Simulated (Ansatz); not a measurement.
Cr(O)2(F)2 anion (CrF2O2), SMILES [O]=[Cr](=[O])([F])[F] (connectivity only; charge and spin as stated), charge -1, multiplicity 2.

The structure is a stationary point at TPSSh-D3(BJ)/def2-SVPD. The multiplicity is an assumed one; other spin states were not compared. The isomer is the one that the SMILES or the coordinates give; other isomers of the formula were not compared.

Two levels are set side by side: PBE/def2-SVPD (Ansatz, an electronic-structure program) and PBE0/def2-SVPD (Ansatz). Energy differences of separate SCF runs at the same geometry; the states with an electron removed or added have multiplicity 1. Differences are taken from unrounded values.

```tsv
quantity	PBE0
vertical ionisation energy (eV)	4.61
```

What does PBE give, and how far is it from PBE0? (The exact figures need the calculation; the answer reports its results.)


| quantity | PBE | PBE minus PBE0 |
|---|---|---|
| vertical ionisation energy (eV) | 3.41 | -1.20 |
